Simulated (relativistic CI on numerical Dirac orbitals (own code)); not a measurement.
**Crystal-field levels of Re⁴⁺, 5d3**

Calculated by Dirac-Coulomb-Breit CI, separate exchange-only KLI orbitals for each configuration, a model potential for QED, valence Slater integrals scaled by 0.9, one configuration in a parametric crystal field (own radial code). With so little scaling, terms lie 10 to 35 % too far apart, which can change the order of excited levels.

Field parameters in Wybourne normalisation: Oh B⁴₀ = 21Dq, B⁴₄ = √(5/14) B⁴₀. The field is a parameter set, without covalency.

S is read from ⟨S²⟩ = S(S + 1).

Site symmetry Oh; labels are those of the double group. Computed levels in cm⁻¹ above the lowest, in rising order:

| Δ (size of 10Dq) | Lowest | No. 2 | No. 3 | No. 4 | No. 5 | No. 6 | No. 7 | No. 8 |
| --- | --- | --- | --- | --- | --- | --- | --- | --- |
| 8500 | Γ8 | 7470 Γ8 | 9143 Γ7 | 11000 Γ8 | 11257 Γ6 | 13078 Γ8 | 14385 Γ7 | 14831 Γ8 |
| 15300 | Γ8 | 11493 Γ8 | 14367 Γ8 | 15084 Γ7 | 15125 Γ6 | 16397 Γ8 | 18544 Γ8 | 19261 Γ6 |
| 22100 | Γ8 | 13327 Γ8 | 14976 Γ8 | 16203 Γ6 | 21144 Γ7 | 22018 Γ8 | 23889 Γ8 | 24674 Γ6 |
| 28900 | Γ8 | 14048 Γ8 | 15303 Γ8 | 16458 Γ6 | 24759 Γ7 | 25436 Γ8 | 29000 Γ7 | 29944 Γ8 |
| 35700 | Γ8 | 14412 Γ8 | 15510 Γ8 | 16554 Γ6 | 25648 Γ7 | 26379 Γ8 | 35311 Γ7 | 36170 Γ8 |
| 42500 | Γ8 | 14631 Γ8 | 15655 Γ8 | 16599 Γ6 | 26050 Γ7 | 26831 Γ8 | 41926 Γ7 | 42714 Γ8 |

Ground-state S against |10Dq| in cm⁻¹: 8500: 1.45, 15300: 1.46, 22100: 1.47, 28900: 1.47, 35700: 1.48, 42500: 1.48.

No abrupt spin change occurs in this range.
